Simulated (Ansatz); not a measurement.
Reactions of AlBFH$_{3}$ (`F[BH][AlH2]`).

Isolated molecules relaxed with PBE0-D4/def2-TZVP in Ansatz; ΔE leaves out vibrations. CCSD(T)/CBS is the MP2 limit (def2-TZVPP, def2-QZVPP) plus CCSD(T) − MP2 in def2-TZVPP, frozen cores. This one scheme is used for every species. DFT in def2-TZVPP. For Se outer-core shells are correlated without core-valence functions, which leaves a few kJ/mol of doubt a bond. Scalar relativity is left out up to krypton. One conformer a species, not always the lowest.

```
                                               reaction  CCSD(T)/CBS(def2) (eV)
              `F[BH][AlH2]` + H₂O → `O[BH][AlH2]` + H–F                   -0.03
     `F[BH][AlH2]` + `C[SeH]` → `C[Se][BH][AlH2]` + H–F                       ?
`F[BH][AlH2]` + `[OH][AlH2]` → `[AlH2][O][AlH2]` + `BF`                   -2.15
     `F[BH][AlH2]` + `CC(O)O` → `CC(O)[O][AlH2]` + `BF`                   -1.86
              `F[BH][AlH2]` + CH₃OH → `COBF` + `[AlH3]`                   -2.04
```

(1) Fill in the missing values. (Best estimate.)

Largest T1 diagnostic: 0.014, for `O[BH][AlH2]`.

## Answers

(1) The calculation gave: `F[BH][AlH2]` + `C[SeH]` → `C[Se][BH][AlH2]` + H–F: +0.10 eV.
